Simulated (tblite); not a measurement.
Compound: C5H7F3N (doublet state).
Z-matrix (Å and degrees, GFN2-xTB geometry), rows numbered from 1:
```
F 
C   1  1.3404
F   2  1.3432  1  106.61
F   2  1.3460  1  106.16  3   113.29
C   2  1.5383  1  113.59  3  -123.97
C   5  1.5367  2  109.98  1    54.29
C   6  1.4807  5  102.70  2   -96.18
C   7  1.4757  6  110.69  5   -10.49
N   5  1.4435  2  112.90  1   -62.03
H   5  1.0961  2  105.78  1   177.26
H   6  1.0975  5  109.85  2   144.69
H   6  1.0944  5  112.22  2    25.82
H   7  1.0692  6  124.67  5   171.35
H   8  1.1066  7  111.35  6   114.06
H   8  1.0987  7  112.82  6  -126.11
H   9  1.0125  5  113.40  2   -40.51
```

The geometry is computed with GFN2-xTB (gas phase). This method treats the open shell by occupation alone, without spin polarisation.

Masses are those of the commonest isotopes; rigid-rotor values at the optimised geometry. The values belong to one conformer with, in the numbering `[F:1][C:2]([F:3])([F:4])[C@@H:5]1[CH2:6][CH:7][CH2:8][NH:9]1`, C2–C5–C6–C7 -96°, C5–C6–C7–C8 -10°, C6–C7–C8–N9 -8°, C7–C8–N9–C5 25°.

(1) What are A, B and C (cm⁻¹)?

(2) What kind of rotor is it?

(3) Is it planar, by Δ = Ic − Ia − Ib?

(4) Give the other two planar moments, Paa and Pbb, and the rms extents of the mass along the axes.

(5) Give the coordinates in the principal-axis frame, origin at the centre of mass.

(6) List the rotational levels J(Ka,Kc) to J = 5 (K).

Results:

(1) Ia = 175.61, Ib = 368.61, Ic = 410.06 u·Å²; 505379 MHz·u·Å²/I gives 2878, 1371 and 1232 MHz, that is A = 0.09599, B = 0.04573, C = 0.04111 cm⁻¹.

(2) An asymmetric top; Ray's κ = -0.832.

(3) Not planar: Δ = Ic − Ia − Ib = -134.16 u·Å². For a rigid frame Δ = −2 Σ m c², so Σ m c² = 67.08 u·Å² lies off the ab plane: 9.00 from hydrogen and 58.08 from heavier atoms. The atom farthest from that plane is 1.91 Å away.

(4) Paa = Σ m a² = (Ib + Ic − Ia)/2 = 301.53 and Pbb = Σ m b² = (Ia + Ic − Ib)/2 = 108.53 u·Å². With the mass M = 138.05 u, the rms extents √(P/M) along a, b and c are 1.48, 0.89, 0.70 Å.

(5) The sense of each axis is arbitrary; atoms in the order of the calculation.
| atom | mass (u) | a (Å) | b (Å) | c (Å) |
| --- | --- | --- | --- | --- |
| F1 | 18.998 | 0.722 | 0.034 | 1.327 |
| C2 | 12.000 | 0.994 | 0.003 | 0.015 |
| F3 | 18.998 | 1.831 | 1.025 | -0.228 |
| F4 | 18.998 | 1.697 | -1.126 | -0.195 |
| C5 | 12.000 | -0.259 | 0.057 | -0.875 |
| C6 | 12.000 | -1.112 | 1.281 | -0.507 |
| C7 | 12.000 | -2.114 | 0.711 | 0.424 |
| C8 | 12.000 | -2.053 | -0.763 | 0.416 |
| N9 | 14.003 | -1.138 | -1.071 | -0.677 |
| H10 | 1.008 | 0.109 | 0.075 | -1.908 |
| H11 | 1.008 | -1.582 | 1.693 | -1.409 |
| H12 | 1.008 | -0.515 | 2.083 | -0.062 |
| H13 | 1.008 | -2.807 | 1.288 | 0.998 |
| H14 | 1.008 | -1.714 | -1.158 | 1.392 |
| H15 | 1.008 | -3.027 | -1.228 | 0.211 |
| H16 | 1.008 | -0.647 | -1.949 | -0.568 |

(6) Above 0(0,0), as E/k:
J = 1: 1(0,1) 0.125, 1(1,1) 0.197, 1(1,0) 0.204
J = 2: 2(0,2) 0.374, 2(1,2) 0.441, 2(1,1) 0.460, 2(2,1) 0.677, 2(2,0) 0.678
J = 3: 3(0,3) 0.748, 3(1,3) 0.805, 3(1,2) 0.845, 3(2,2) 1.052, 3(2,1) 1.054, 3(3,1) 1.431, 3(3,0) 1.431
J = 4: 4(0,4) 1.243, 4(1,4) 1.291, 4(1,3) 1.357, 4(2,3) 1.552, 4(2,2) 1.558, 4(3,2) 1.931, 4(3,1) 1.931, 4(4,1) 2.460, 4(4,0) 2.460
J = 5: 5(0,5) 1.860, 5(1,5) 1.897, 5(1,4) 1.996, 5(2,4) 2.175, 5(2,3) 2.190, 5(3,3) 2.557, 5(3,2) 2.558, 5(4,2) 3.086, 5(4,1) 3.086, 5(5,1) 3.766, 5(5,0) 3.766

For this open shell read J as N, the rotation without spin; fine and hyperfine splittings come on top. Its GFN2-xTB frequencies are all real (lowest 48 cm⁻¹). Zero-point vibration and centrifugal distortion are left out.
